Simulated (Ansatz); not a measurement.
Conformers of Cl2H2S2Si (`S[Si](S)(Cl)Cl`), each relaxed with PBE0-D4/def2-TZVP in Ansatz. CBS adds the triple-zeta coupled-cluster correction to the MP2 limit.

Not all of them had a frequency check.

Conformer A:

```xyz
7

S    -0.371   -1.412   -1.421
Si    0.012   -0.023    0.122
S     0.142    1.842   -0.858
Cl   -1.455    0.045    1.544
Cl    1.723   -0.547    1.113
H     0.161   -2.440   -0.739
H    -0.212    2.535    0.239
```

Conformer B:

Cartesian coordinates in Å:
```
S 1.780 0.475 1.004
Si 0.048 0.346 -0.193
S -0.342 -1.690 -0.600
Cl -1.599 1.186 0.679
Cl 0.469 1.432 -1.866
H 1.248 -0.285 1.979
H -1.605 -1.464 -1.004
```

Which is lowest in electronic energy at CCSD(T)/CBS (frozen core, def2 sets), and by how much? (An estimate is asked.)

Ansatz gave: B; A lies 2.1 kJ/mol higher.

Give the energies relative to B (kJ/mol) with PBE-D4/def2-TZVPP, ωB97X-V/def2-TZVPP, B2PLYP/def2-TZVPP, B3LYP/def2-TZVPP, HF/def2-QZVPP, MP2/CBS(def2), CCSD/CBS(def2). (Best estimate.)

The calculation gave: 
```
             level    A
 PBE-D4/def2-TZVPP  1.9
ωB97X-V/def2-TZVPP  2.2
 B2PLYP/def2-TZVPP  2.2
  B3LYP/def2-TZVPP  2.1
     HF/def2-QZVPP  3.0
     MP2/CBS(def2)  2.1
    CCSD/CBS(def2)  2.2
```

B3LYP here is the variant with VWN-RPA as its local correlation; programs differ in this.
